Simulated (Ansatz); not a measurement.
Reactions of BFH4O2Si (`O[SiH2]OBF`).

Program: Ansatz. Geometries: PBE0-D4/def2-TZVP. ΔE: electronic, gas phase. CBS: MP2 limit from def2 TZ/QZ plus the TZ coupled-cluster correction, frozen cores. This one scheme is used for every species. One conformer a species, not always the lowest.

Order these by ΔE at CCSD(T)/CBS, lowest first. (Estimate.)
A. `O[SiH2]OBF` + H₂ → `FBO[SiH3]` + H₂O
B. `O[SiH2]OBF` + NH₃ → `N[SiH2]OBF` + H₂O
C. `O[SiH2]OBF` + SiH₄ → `FBO[SiH2][SiH3]` + H₂O
D. `O[SiH2]OBF` + `O[SiH](F)F` → `O[SiH2]O[SiH](F)F` + `OBF`
E. `O[SiH2]OBF` + BH₃ → `B[SiH2]OBF` + H₂O
F. `O[SiH2]OBF` → `BO[SiH](O)F`
G. `O[SiH2]OBF` + `NBO` → `OBN[SiH2]O` + `OBF`
H. `O[SiH2]OBF` + `[SiH3]S` → `FB[SiH2]S` + `O[SiH2]O`

D (-0.22 eV), F (-0.06 eV), B (+0.41 eV), G (+0.52 eV), A (+0.91 eV), C (+1.15 eV), E (+1.30 eV), H (+1.81 eV).

Largest T1 diagnostic: 0.014, for `FB[SiH2]S`.
